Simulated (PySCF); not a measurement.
How far are cheaper levels from CCSD(T)/CBS for RbS?

PySCF; the state is a doublet (π ↑). The composite is CCSD(T) extrapolated to the basis-set limit from two correlation-consistent sets, with core-valence (CV) and scalar-relativistic (SR) terms as its label shows; it has no spin–orbit coupling and nothing beyond (T). Here it is CCSD(T)/CBS(DT). It gives Re = 2.946 Å, ωe = 214 cm⁻¹ and De = 2.64 eV to Rb + S.

```json
{"level": "UHF-MP2", "basis": "def2-SVP", "relativity": "scalar-relativistic core potentials", "Re (Å)": "2.986", "ωe (cm⁻¹)": "227", "De (eV)": "1.94"}
{"level": "UHF-CCSD", "basis": "def2-SVP", "relativity": "scalar-relativistic core potentials", "Re (Å)": "2.990", "ωe (cm⁻¹)": "226", "De (eV)": "1.86"}
{"level": "UHF-CCSD", "basis": "def2-SVPD", "relativity": "scalar-relativistic core potentials", "Re (Å)": "3.051", "ωe (cm⁻¹)": "205", "De (eV)": "2.24"}
{"level": "PBE", "basis": "def2-SVP", "relativity": "scalar-relativistic core potentials", "Re (Å)": "2.989", "ωe (cm⁻¹)": "213", "De (eV)": "2.59"}
{"level": "BLYP", "basis": "x2c-TZVPPall", "relativity": "spin-free X2C", "Re (Å)": "2.975", "ωe (cm⁻¹)": "203", "De (eV)": "2.60"}
{"level": "r²SCAN", "basis": "x2c-TZVPPall", "relativity": "spin-free X2C", "Re (Å)": "2.946", "ωe (cm⁻¹)": "214", "De (eV)": "2.85"}
{"level": "r²SCANh", "basis": "def2-SVPD", "relativity": "scalar-relativistic core potentials", "Re (Å)": "3.021", "ωe (cm⁻¹)": "207", "De (eV)": "2.71"}
{"level": "PBE0", "basis": "def2-SVPD", "relativity": "scalar-relativistic core potentials", "Re (Å)": "3.007", "ωe (cm⁻¹)": "208", "De (eV)": "2.63"}
{"level": "PBE0", "basis": "x2c-TZVPPall", "relativity": "spin-free X2C", "Re (Å)": "2.927", "ωe (cm⁻¹)": "217", "De (eV)": "2.67"}
{"level": "M06", "basis": "x2c-TZVPPall", "relativity": "spin-free X2C", "Re (Å)": "2.946", "ωe (cm⁻¹)": "215", "De (eV)": "3.01"}
```

Give the difference of each row from the composite.



```json
{"level": "UHF-MP2", "basis": "def2-SVP", "ΔRe (pm)": "+4.0", "Δωe (%)": "+6.1", "ΔDe (eV)": "-0.70"}
{"level": "UHF-CCSD", "basis": "def2-SVP", "ΔRe (pm)": "+4.4", "Δωe (%)": "+5.6", "ΔDe (eV)": "-0.78"}
{"level": "UHF-CCSD", "basis": "def2-SVPD", "ΔRe (pm)": "+10.5", "Δωe (%)": "-4.2", "ΔDe (eV)": "-0.40"}
{"level": "PBE", "basis": "def2-SVP", "ΔRe (pm)": "+4.3", "Δωe (%)": "-0.5", "ΔDe (eV)": "-0.05"}
{"level": "BLYP", "basis": "x2c-TZVPPall", "ΔRe (pm)": "+2.9", "Δωe (%)": "-5.1", "ΔDe (eV)": "-0.04"}
{"level": "r²SCAN", "basis": "x2c-TZVPPall", "ΔRe (pm)": "+0.0", "Δωe (%)": "+0.0", "ΔDe (eV)": "+0.21"}
{"level": "r²SCANh", "basis": "def2-SVPD", "ΔRe (pm)": "+7.5", "Δωe (%)": "-3.3", "ΔDe (eV)": "+0.07"}
{"level": "PBE0", "basis": "def2-SVPD", "ΔRe (pm)": "+6.1", "Δωe (%)": "-2.8", "ΔDe (eV)": "-0.01"}
{"level": "PBE0", "basis": "x2c-TZVPPall", "ΔRe (pm)": "-1.9", "Δωe (%)": "+1.4", "ΔDe (eV)": "+0.03"}
{"level": "M06", "basis": "x2c-TZVPPall", "ΔRe (pm)": "+0.0", "Δωe (%)": "+0.5", "ΔDe (eV)": "+0.37"}
```

Which rows come closest in De?

PBE0 in def2-SVPD (-0.01 eV), counted from the composite.

Correlated steps freeze the inner cores (5 to 19 orbitals); shallow outer-core shells are correlated. Correlated levels converge slowly with the basis: in double zeta they bind strong bonds too weakly, by up to about 1 eV, and carry superposition errors of some tenths. Spin–orbit coupling is left out. The state was picked by a PBE0 search and need not be the measured ground state.
